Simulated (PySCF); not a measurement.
C₂H₁₀O₂Si₂, SMILES C[C@H](O)[SiH2]O[SiH3]. Geometry optimised at PBE-D3(BJ)/def2-SVP. The structure was generated by enumeration; whether it is a known compound was not checked. The values are those of a single conformer.

Problem. Give the equilibrium geometry at PBE-D3(BJ)/def2-SVP (PySCF confirms it by a frequency run) as Cartesian coordinates in Å. (An estimate is asked for; the answer gives what the named calculation found.)

Solution. Several could match; the one computed here: 
```xyz
16

C     -2.3903    -1.0592    -0.0854
C     -1.6817     0.0764    -0.8280
O     -0.9519    -0.3932    -1.9697
Si    -0.4156     1.0198     0.2407
O      0.8582    -0.0949     0.2977
Si     2.3973    -0.2235     0.9540
H     -3.0155    -1.6438    -0.7912
H     -3.0413    -0.6719     0.7257
H     -1.6552    -1.7536     0.3738
H     -2.4397     0.7888    -1.2220
H     -0.1706    -0.8610    -1.6094
H      0.0526     2.2822    -0.4306
H     -0.8724     1.3342     1.6438
H      3.2905     0.8701     0.4318
H      2.9491    -1.5600     0.5528
H      2.3399    -0.1315     2.4555
```
Charge 0, spin multiplicity 1.
